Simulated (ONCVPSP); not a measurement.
What one change does to a pseudopotential (tantalum (Ta), ONCV)

ONCVPSP 4.0.1 input, shortened (lines: element, Z, core and valence counts, functional; n l f; lmax; l rc ep ncon nbas qcut; lloc lpopt rc5 dvloc0; l nproj debl; icmod fcfact rcfact), LDA (Perdew-Zunger), scalar-relativistic:

```
  Ta 73.00   10    4        3      upf
    1    0    2.00
    2    0    2.00
    2    1    6.00
    3    0    2.00
    3    1    6.00
    3    2   10.00
    4    0    2.00
    4    1    6.00
    4    2   10.00
    4    3   14.00
    5    0    2.00
    5    1    6.00
    5    2    3.50
    6    0    1.50
    3
    0    2.10    0.00    5    8    7.30
    1    1.45    0.00    5   10    4.90
    2    2.30    0.00    3    7    7.70
    3    2.10    0.10    4    7    6.10
    4    5    1.05    4.00
    0    2    3.60
    1    1    1.00
    2    2    3.40
    3    2    1.20
    1    0.25    0.00
```

Change: reference 5s2 5p6 5d3 6s1.5 6p0.5; wave 5p: rc 1.45 bohr, ncon 5, nbas 10, qcut 4.9 1/bohr, 1 projector becomes 5p+6p: rc 1.45 bohr, ncon 5, nbas 10, qcut 4.9 1/bohr, 2 projectors.

Cutoffs: the cutoffs (Ha) at which the residual kinetic energy of the hardest occupied pseudo-wave falls to 1 and 0.1 mHa per electron; they do not see the model core or the augmentation charge, which bear on the density cutoff. Errors are all-electron minus pseudo energies relative to the spin-unpolarised reference configuration.

Question: What does the change do?

Answer: The potential gets neither clearly harder nor softer (133 Ha and 161 Ha → 133 Ha and 161 Ha); both files keep a bound ghost (f); the range in which the p phases agree widens (upper end 1.3 → at the end of the scan).

| quantity | base | changed |
| --- | --- | --- |
| cutoff, loose | 133 Ha | 133 Ha |
| cutoff, tight | 161 Ha | 161 Ha |
| loose cutoff by channel | s 17 Ha, p 133 Ha, d 13 Ha | s 17 Ha, p 133 Ha, d 14 Ha |
| bound ghosts | f | f |
| GHOST(+) flags under 300 eV | s at 82.5 eV | s at 81.3 eV |
| largest error over its own tests, meV | -140 | -13 |
| s: phases at 2.13 bohr within 0.05 rad from the reference energy up to (Ha; the scan ends near 5) | 2.9 | 2.8 |
| p: phases at 1.47 bohr within 0.05 rad from the reference energy up to (Ha; the scan ends near 5) | 1.3 | to the end of the scan |
| d: phases at 2.34 bohr within 0.05 rad from the reference energy up to (Ha; the scan ends near 5) | to the end of the scan | to the end of the scan |
| f: phases at 2.13 bohr within 0.05 rad from the reference energy up to (Ha; the scan ends near 5) | 3.4 | 3.4 |
| rms error of d²Exc/dni dnj with the model core, mHa | 0.84 | 0.72 |

 A true bound ghost makes a file unfit for plane-wave use even where its test errors are small: the radial tests pick states by their node count and pass the ghost by.
